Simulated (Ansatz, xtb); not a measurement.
Species: Hg2, net charge 2, singlet state. 
Geometry from a B3LYP-D3(BJ)/def2-TZVP (Ansatz, a program for electronic structure) optimisation:
```xyz
2

Hg     0.0000     0.0000    -1.3589
Hg     0.0000     0.0000     1.3589
```
Charge +2, spin multiplicity 1.

Harmonic wavenumbers from GFN2-xTB (xtb, at its own minimum), cm⁻¹: 99.

Problem. Give the harmonic wavenumbers at B3LYP-D3(BJ)/def2-TZVP (Ansatz, finite differences of forces, unscaled).

Solution. 119 cm⁻¹. Zero-point energy 0.2 kcal/mol.

Problem. From these and the geometry, give the ideal-gas thermochemistry at 298.15 K and 1 atm (rigid rotor, harmonic oscillator).

Solution. Point group D∞h, rotational symmetry number 2. Rotational constants 0.6822, 0.6822 GHz. S(trans) 43.86, S(rot) 18.73, S(vib) 3.11, S(elec, spin only) 0.00, S 65.7 cal/(mol K). H(298) - H(0) 2.51 kcal/mol; G - E(el) -16.9 kcal/mol.
